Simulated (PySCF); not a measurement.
## IH₅: breathing scan

All numbers come from PBE0 in PySCF with I def2-TZVP with ECP28, H def2-TZVP; scalar-relativistic core potentials, no spin–orbit coupling; density-fitted integrals.

Rigid scan from the singlet minimum (I–H 1.650 Å, I–H 1.812 Å (×4); H–I–H 81.9° (×4), H–I–H 88.9° (×4), H–I–H 163.9° (×2)). Coordinate: all bonds to the central atom scaled together. Energies in kJ/mol from the minimum.

(1) Predict the curve at 0.88, 0.92, 0.96, 1.00, 1.04, 1.08, 1.14, 1.22, 1.35.

## Answers

(1) 
```json
{"scale of all bonds to the centre": "0.88", "E (kJ/mol)": "179.3", "dipole size (D)": "0.06"}
{"scale of all bonds to the centre": "0.92", "E (kJ/mol)": "71.2", "dipole size (D)": "0.14"}
{"scale of all bonds to the centre": "0.96", "E (kJ/mol)": "16.0", "dipole size (D)": "0.18"}
{"scale of all bonds to the centre": "1.00", "E (kJ/mol)": "0.0", "dipole size (D)": "0.20"}
{"scale of all bonds to the centre": "1.04", "E (kJ/mol)": "12.9", "dipole size (D)": "0.20"}
{"scale of all bonds to the centre": "1.08", "E (kJ/mol)": "46.8", "dipole size (D)": "0.18"}
{"scale of all bonds to the centre": "1.14", "E (kJ/mol)": "123.9", "dipole size (D)": "0.12"}
{"scale of all bonds to the centre": "1.22", "E (kJ/mol)": "254.2", "dipole size (D)": "0.02"}
{"scale of all bonds to the centre": "1.35", "E (kJ/mol)": "482.8", "dipole size (D)": "0.13"}
```

At long bonds a restricted determinant can lie too high, and another spin state can fall below this curve.

Other isomers or separated fragments may lie lower.
